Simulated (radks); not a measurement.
Results of a calculation; reference values are marked as such.
Species: Pr. Configuration: [Xe] 4f3 6s2. Code: a radial shooting solver on a logarithmic mesh with Libxc functionals. Model: scalar-relativistic Kohn-Sham, LDA (Slater exchange, Perdew-Wang correlation), spin-polarised, spherical densities, finite nucleus; open shells are filled with parallel spins first (spin-orbit coupling, left out, can overturn this in heavy ions); Fermi nuclear charge, rms radius 4.8919 fm.

Unscreened Slater integrals over Kohn-Sham orbitals (hartree). They are taken over the spin-up orbitals.

integral,value
"F0(4f,4f)",0.81749
"F2(4f,4f)",0.36821
"F4(4f,4f)",0.22737
"F6(4f,4f)",0.16258
"F0(4f,6s)",0.26468
"G3(4f,6s)",0.012997
"F0(4f,5p)",0.58783
"F2(4f,5p)",0.22200
"G2(4f,5p)",0.13791
"G4(4f,5p)",0.10171
"F0(4f,5s)",0.65809
"G3(4f,5s)",0.14937
"F0(6s,6s)",0.20468
"F0(6s,5p)",0.25656
"G1(6s,5p)",0.018415
"F0(6s,5s)",0.26028
"G0(6s,5s)",0.0097628
"F0(5p,5p)",0.51154
"F2(5p,5p)",0.27423
"F0(5p,5s)",0.54921
"G1(5p,5s)",0.36527
"F0(5s,5s)",0.59884

Derived for the open shells (J is the average intra-shell exchange parameter used in DFT+U). 4f: F4/F2 = 0.617, F6/F2 = 0.442, J = (286 F2 + 195 F4 + 250 F6)/6435 = 0.02957 hartree.
